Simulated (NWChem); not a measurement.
Molecule: CH3FO3Si; SMILES C(O[Si@H](F)O)=O

```xyz
9

O     -0.4581    -1.9114     0.6448
C      0.5285    -1.7303    -0.0352
O      0.8922    -0.5629    -0.5862
Si     0.0014     0.8777    -0.3832
O     -1.5751     0.5509    -0.1357
F      0.6881     1.6233     0.8575
H      1.2488    -2.5220    -0.2823
H      0.1984     1.6778    -1.5941
H     -1.7035    -0.2846     0.3523
```
Atoms are numbered in this order, from 1.

Computed with NWChem. Medium grid unless said otherwise, to which SCAN and Minnesota functionals are sensitive. Geometry: optimised at B3LYP/6-31G* (spherical d). Hybrids' shares of exact exchange are those that their runs print; pure functionals count as 0. The functionals differ in more than this share.

```
row               share of exact exchange  orbital gap (eV)
----------------  -----------------------  ----------------
PBE/def2-TZVP                        0.00              5.26
r2SCAN/def2-TZVP                     0.00              5.87
TPSSh/def2-TZVP                      0.10              6.67
B3LYP/def2-TZVP                      0.20              7.55
PW6B95/def2-TZVP                     0.28          withheld
```

Problem. Fit a straight line of the last column on the one before it, predict the withheld value, and compare with the run.

Solution. 
1. Means of the 4 shown rows: x = 0.075, y = 6.337. Slope Σ(x − x̄)(y − ȳ)/Σ(x − x̄)² = 0.2757/0.02750 = 10.03; intercept 5.585.
2. The shown rows scatter about the line by 0.221 (root mean square); the largest residual is -0.33, at PBE/def2-TZVP.
3. At x = 0.28 (PW6B95/def2-TZVP; beyond the shown range) the line gives 8.39.
4. The run gives 8.33, -0.06 from the line, 0.3 times the scatter.
